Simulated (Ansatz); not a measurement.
Z-matrix (Å, degrees):
```
Al
Al 1 2.819
N 1 1.959 2 44.0
C 1 1.960 2 116.5 3 -92.4
N 1 1.959 2 44.0 3 175.1
H 1 1.596 2 120.0 3 87.6
C 2 1.960 1 116.5 3 92.4
H 2 1.596 1 120.0 3 -87.6
H 3 1.014 1 114.3 2 117.9
H 3 1.014 1 114.7 2 -118.4
H 4 1.095 1 111.9 2 120.6
H 4 1.096 1 112.2 2 0.3
H 4 1.095 1 111.9 2 -119.9
H 5 1.014 1 114.3 2 -117.9
H 5 1.014 1 114.7 2 118.4
H 7 1.096 2 112.2 1 0.5
H 7 1.095 2 111.9 1 120.7
H 7 1.095 2 111.9 1 -119.8
```

The species carries charge 0 and has multiplicity 1.

**Question.** List the B3LYP/def2-TZVPP orbital energies in eV (Ansatz 0.2.0). (Estimate.)

**Answer.** Computed: Occupied: -1523.36, -1523.36, -389.64, -389.64, -275.60, -275.60, -111.35, -111.35, -72.01, -72.01, -71.99, -71.98, -71.91, -71.91, -23.86, -23.41, -18.12, -18.10, -13.90, -13.63, -13.46, -11.14, -10.50, -10.50, -10.49, -10.34, -10.27, -9.16, -8.91, -7.62, -7.39, -7.37. Lowest empty: -0.01, 0.15, 0.64, 1.13, 1.45, 1.69, 2.04, 2.24.

B3LYP here is the variant with VWN-RPA as its local correlation; programs differ in this.
